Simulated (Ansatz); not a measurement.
CH7BSSi. Charge 0, multiplicity 1. The bonds changed during the relaxation, so this is another structure than the one it started from.

Z-matrix (Å, degrees):
```
B
S 1 2.074
C 1 1.555 2 59.5
H 1 1.200 2 109.0 3 -113.0
H 1 1.195 2 108.3 3 114.3
Si 2 2.160 1 95.3 3 99.8
H 3 1.086 1 122.3 2 -105.3
H 3 1.087 1 120.5 2 100.6
H 6 1.485 2 108.3 1 -165.6
H 6 1.481 2 107.9 1 -46.1
H 6 1.481 2 108.7 1 75.4
```

Question: What are the harmonic wavenumbers in cm⁻¹ at PBE0-D4/def2-TZVP (Ansatz, finite differences of forces, unscaled)? (Best estimate.)

Answer: Computed: 67, 167, 211, 353, 492, 605, 615, 628, 646, 725, 903, 925, 932, 953, 975, 995, 1046, 1082, 1211, 1447, 2233, 2253, 2266, 2556, 2649, 3130, 3209.

Question: Is this a minimum?

Answer: Yes, all 27 modes are real.

Question: Give the ideal-gas thermochemistry at 298.15 K and 1 bar (rigid rotor, harmonic oscillator; point group C1, symmetry number 1).

Answer: Zero-point energy 199.0 kJ/mol; H(298) − E = 218.4 kJ/mol; entropy 329.6 J/(mol·K), of which translation 165.0, rotation 108.6, vibration 56.1; G(298) − E = 120.1 kJ/mol. Modes under 100 cm⁻¹ are hindered rotations or soft bends, so the harmonic entropy is rough.

Question: And at 400, 500, 600, 800 and 1000 K?

Answer: 
| T (K) | H − E (kJ/mol) | S (J/mol/K) | G − E (kJ/mol) |
| --- | --- | --- | --- |
| 400 | 230.2 | 363.6 | 84.8 |
| 500 | 244.1 | 394.4 | 46.8 |
| 600 | 259.6 | 422.8 | 6.0 |
| 800 | 294.7 | 473.0 | -83.7 |
| 1000 | 333.6 | 516.4 | -182.8 |
